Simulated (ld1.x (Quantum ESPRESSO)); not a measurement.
LDA (PZ) ultrasoft dataset for lead (Pb), scalar-relativistic all-electron reference.

```json
{
 "Element": "Pb",
 "Generator": "ld1.x (Quantum ESPRESSO) 7.5",
 "Type": "ultrasoft",
 "Functional": "LDA (PZ)",
 "Relativity": "scalar-relativistic",
 "Frozen core": "[Xe] 4f14 5d10",
 "Valence charge": "4",
 "Reference configuration": "6s2 6p2",
 "Partial waves": "6s (bound): rcut 1.60, rcutus 1.90 bohr; 6s channel at -0.45 Ry: rcut 1.60, rcutus 1.90 bohr; 6p (bound): rcut 2.50, rcutus 3.25 bohr; 6p channel at 0.75 Ry: rcut 2.50, rcutus 3.25 bohr",
 "Local potential": "all-electron potential smoothed inside 2.30 bohr (lloc = -1)",
 "Core correction": "a·sin(br)/r model core inside 1.85 bohr",
 "Augmentation charge": "built from norm-conserving waves at rcut, not smoothed further"
}
```

(1) Estimate the cutoffs (Ry, on a coarse ladder) from which the occupation-weighted sum of valence levels, in a spherical-Bessel basis at the reference potential, stays within 10 and 1 mRy of its value at 400 Ry.

(2) What does a ghost test show?

(3) Is the overlap operator S = 1 + Σ q|β⟩⟨β| positive definite (Bessel basis up to 400 Ry)?

(4) Which valence shell sets the plane-wave cutoff?

(5) Tests: 6s2 6p1; 6s2 6p0; 6s1 6p0; 6s2 6p1.5; 6s1 6p3; 6s2 6p2.3; 6s0 6p4. Which has the largest error in its energy relative to the reference configuration, and how large is it?

Results:

(1) 10 Ry and 21 Ry.

(2) No extra level below or beside the all-electron valence levels (s, p, d, f tested).

(3) Yes: its lowest eigenvalue is 0.45 (p channel).

(4) 6s: its level needs 12 Ry to come within 1 mRy, against 6 Ry for 6p.

(5) 6s1 6p0, with -599 meV (all-electron minus pseudo) on +53.47 eV.
